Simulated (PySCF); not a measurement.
H$_{5}$AsSi, triplet, at the geometry of the source list (a higher spin typed on purpose: for a closed-shell molecule this is an excited state) (in this run its highest filled SCF level lies above zero, so its values depend strongly on the basis, on diffuse functions most of all); SVWN5/STO-3G run with PySCF.

Input for PySCF:
```python
from pyscf import gto, scf, dft

mol = gto.M(
    atom='''
Si   -0.82500000    0.08340000   -0.08740000
As    1.41440000   -0.16390000   -0.65270000
H    -1.64530000   -0.74100000   -0.98860000
H    -1.24900000    1.47660000   -0.27050000
H    -1.17730000   -0.30410000    1.28360000
H     1.63770000   -1.23170000    0.37960000
H     1.84450000    0.88070000    0.33590000
''',
    basis='sto-3g',
    spin=2,
    verbose=4,
    symmetry=True,
)

mf = dft.UKS(mol)
mf.xc = 'lda,vwn'
mf.kernel()
mf.analyze()
```

### Question
Predict the main parts of the log of this PySCF run.

### Answer

```
PySCF version 2.14.0

[INPUT] verbose = 4
[INPUT] num. atoms = 7
[INPUT] num. electrons = 52
[INPUT] charge = 0
[INPUT] spin (= nelec alpha-beta = 2S) = 2
[INPUT] symmetry True subgroup None
[INPUT] Mole.unit = angstrom
[INPUT] Symbol           X                Y                Z      unit          X                Y                Z       unit  Magmom
[...]
nuclear repulsion = 167.219906038903
point group symmetry = C1
symmetry origin: [0. 0. 0.]
symmetry axis x: [1. 0. 0.]
symmetry axis y: [0. 1. 0.]
symmetry axis z: [0. 0. 1.]
num. orbitals of irrep A = 32
number of shells = 18
number of NR pGTOs = 96
number of NR cGTOs = 32
basis = sto-3g
ecp = {}

******** <class 'pyscf.dft.uks.UKS'> ********
method = UKS
initial guess = minao
damping factor = 0
level_shift factor = 0
DIIS = <class 'pyscf.scf.diis.CDIIS'>
diis_start_cycle = 1
diis_space = 8
diis_damp = 0
SCF conv_tol = 1e-09
SCF conv_tol_grad = None
SCF max_cycles = 50
direct_scf = True
direct_scf_tol = 1e-13
number electrons alpha = 27  beta = 25
XC library pyscf.dft.libxc version 7.1.2
    S. Lehtola, C. Steigemann, M. J. T. Oliveira, and M. A. L. Marques,  SoftwareX 7, 1–5 (2018)
XC functionals = lda,vwn
    P. A. M. Dirac,  Math. Proc. Cambridge Philos. Soc. 26, 376 (1930)
    F. Bloch,  Z. Phys. 57, 545 (1929)
    S. H. Vosko, L. Wilk, and M. Nusair,  Can. J. Phys. 58, 1200 (1980)
radial grids:
    Treutler-Ahlrichs [JCP 102, 346 (1995); DOI:10.1063/1.469408] (M4) radial grids

becke partition: Becke, JCP 88, 2547 (1988); DOI:10.1063/1.454033
pruning grids: <function nwchem_prune>
grids dens level: 3
symmetrized grids: True
atomic radii adjust function: <function treutler_atomic_radii_adjust>
small_rho_cutoff = 0
Set gradient conv threshold to 3.16228e-05
tot grids = 88648
init E= -2492.10161517214

cycle= 1 E= -2494.20207908529  delta_E= -2.1  |g|= 0.492  |ddm|= 2.61
cycle= 2 E= -2489.21125582862  delta_E= 4.99  |g|= 2.75  |ddm|= 5.68

cycle= 3 E= -2494.00729976697  delta_E= -4.8  |g|= 0.61  |ddm|= 3.89

cycle= 4 E= -2494.67668446239  delta_E= -0.669  |g|= 0.0985  |ddm|= 3.29

cycle= 5 E= -2494.6438553253  delta_E= 0.0328  |g|= 0.153  |ddm|= 2.79

cycle= 6 E= -2494.69384964006  delta_E= -0.05  |g|= 0.0514  |ddm|= 2.72

cycle= 7 E= -2494.6971734046  delta_E= -0.00332  |g|= 0.0179  |ddm|= 0.181

cycle= 8 E= -2494.69768637358  delta_E= -0.000513  |g|= 0.006  |ddm|= 0.105

cycle= 9 E= -2494.69774070564  delta_E= -5.43e-05  |g|= 0.00219  |ddm|= 0.0382

[...]
converged SCF energy = -2494.69774846821  <S^2> = 2.0013758  2S+1 = 3.0009171
Total Energy =                       -2494.697748468209738
[...]
DFT Exchange-Correlation Energy =     -101.979615629636555
**** MO energy ****
                             alpha | beta                alpha | beta
[...]
To work with the spin densities directly, `use mulliken_meta_spin()` only printing them here.

 ** Mulliken spin pop alpha/beta on meta-lowdin orthogonal AOs **
 ** Mulliken Spin Density (per AO)  **
spin_pop of  0 Si 1s        0.00000
spin_pop of  0 Si 2s        0.00020
spin_pop of  0 Si 3s        0.16560
spin_pop of  0 Si 2px       0.00069
spin_pop of  0 Si 2py      -0.00003
spin_pop of  0 Si 2pz      -0.00003
spin_pop of  0 Si 3px       0.43510
spin_pop of  0 Si 3py       0.02188
spin_pop of  0 Si 3pz       0.02125
spin_pop of  1 As 1s        0.00000
spin_pop of  1 As 2s        0.00001
spin_pop of  1 As 3s        0.00003
spin_pop of  1 As 4s        0.11300
spin_pop of  1 As 2px       0.00000
spin_pop of  1 As 2py       0.00000
spin_pop of  1 As 2pz       0.00000
spin_pop of  1 As 3px       0.00135
spin_pop of  1 As 3py       0.00001
spin_pop of  1 As 3pz       0.00045
spin_pop of  1 As 4px       0.68762
spin_pop of  1 As 4py       0.03298
spin_pop of  1 As 4pz       0.38599
spin_pop of  1 As 3dxy      0.00006
spin_pop of  1 As 3dyz     -0.00115
spin_pop of  1 As 3dz^2     0.00082
spin_pop of  1 As 3dxz      0.00108
spin_pop of  1 As 3dx2-y2    0.00364
spin_pop of  2 H 1s       -0.01191
spin_pop of  3 H 1s        0.00348
spin_pop of  4 H 1s        0.08997
spin_pop of  5 H 1s        0.03009
spin_pop of  6 H 1s        0.01784
 ** Mulliken Spin Density (per atom)  **
spin density of  0 Si =      0.64465
spin density of  1 As =      1.22588
spin density of  2 H =     -0.01191
spin density of  3 H =      0.00348
spin density of  4 H =      0.08997
spin density of  5 H =      0.03009
spin density of  6 H =      0.01784
 ** Mulliken pop alpha/beta on meta-lowdin orthogonal AOs **
 ** Mulliken pop       alpha | beta **
[...]
In total            27.00000 | 25.00000
 ** Mulliken atomic charges   ( Nelec_alpha | Nelec_beta ) **
charge of  0Si =      0.17464  (     7.23501      6.59036 )
charge of  1As =      0.22642  (    16.99973     15.77385 )
charge of  2H =     -0.10705  (     0.54757      0.55948 )
charge of  3H =     -0.10357  (     0.55353      0.55004 )
charge of  4H =     -0.09712  (     0.59354      0.50358 )
charge of  5H =     -0.04911  (     0.53960      0.50951 )
charge of  6H =     -0.04422  (     0.53103      0.51319 )
Dipole moment(X, Y, Z, Debye):  1.89710, -0.16922, -0.11214
```
